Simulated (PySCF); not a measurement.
# Polarisability and C₆ of Si (silicon, neutral)

[Ne] 3s2 3p2, high-spin 3P determinant. Calculation: PySCF 2.14, in aug-cc-pV(Q+d)Z with one added diffuse shell each of s, p, d, f, g type (8s7p6d4f3g, 114 functions); the non-relativistic Hamiltonian (point nucleus). Coupled (time-dependent) response in atomic units; α is the mean over directions.

```csv
method,mean α (bohr³),"α xx, yy, zz",C₆ (like pair),S(−4)
UHF,38.47,"32.61, 41.41, 41.41",316.0,560.4
PBE,41.87,"34.10, 45.75, 45.75",343.4,795.5
PBE0,39.88,"33.09, 43.27, 43.27",325.7,664.9
r2SCANh,39.57,"32.81, 42.96, 42.96",336.0,587.3
```

S(−4) is the Cauchy moment in α(ω) = α(0) + S(−4) ω² + …

Reference α: 37.3 ± 0.7 bohr³ (recommended; Schwerdtfeger and Nagle, table of static dipole polarizabilities (2023 update)). Published C₆: 305.0 (Chu and Dalgarno (2004); Tang, Norbeck and Certain (1976)).

α(iu) at PBE:

| u (hartree) | α(iu) (bohr³) |
| --- | --- |
| 0 | 41.87 |
| 0.0500 | 40.01 |
| 0.100 | 35.59 |
| 0.200 | 25.72 |
| 0.300 | 18.25 |
| 0.500 | 9.876 |
| 0.750 | 5.373 |
| 1.00 | 3.349 |
| 1.50 | 1.681 |
| 2.00 | 1.034 |
| 3.00 | 0.5344 |
| 5.00 | 0.2427 |

A single London oscillator, α(iu) = α/(1 + u²/ω²), gives C₆ = (3/4) ω α². Matching the computed C₆ needs ω = 4 × 343.4 / (3 × 41.87²) = 0.261 hartree.

The components differ because the open shell of this determinant is not spherical; for a pure term their mean is the scalar polarisability.
